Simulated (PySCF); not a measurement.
C2H3F3Si2.

```xyz
10

Si     0.0000     0.0000     3.4729
C      0.0000     0.0000     1.6271
C      0.0000     0.0000     0.4046
Si     0.0000     0.0000    -1.3940
F     -0.9626     1.1371    -1.9678
F     -0.5034    -1.4022    -1.9678
F      1.4661     0.2651    -1.9678
H      0.9599    -1.0360     3.9452
H      0.4172     1.3493     3.9452
H     -1.3771    -0.3133     3.9452
```

The structure is a stationary point at PBE0-D3(BJ)/def2-SVP. This is a generated structure with no PubChem entry under its InChIKey; it may be hypothetical.

The numbers are results of B3LYP/pcSseg-1 (PySCF), not measurements. Non-relativistic, no solvent.

Computed absolute GIAO shielding of each atom: isotropic value and principal components (ppm):
```
atom  σ(iso)    σ11    σ22    σ33   span
----  ------  -----  -----  -----  -----
Si1    434.8  429.8  429.8  444.9   15.0
C2      65.7  -37.8  -37.8  272.5  310.3
C3      75.6  -18.6  -18.6  264.0  282.6
Si4    431.9  429.1  429.1  437.4    8.3
F5     312.6  258.3  278.8  400.8  142.5
F6     312.6  258.3  278.8  400.8  142.5
F7     312.6  258.3  278.8  400.8  142.5
H8      27.3   24.0   25.8   32.1    8.1
H9      27.3   24.0   25.8   32.1    8.1
H10     27.3   24.0   25.8   32.1    8.1
```
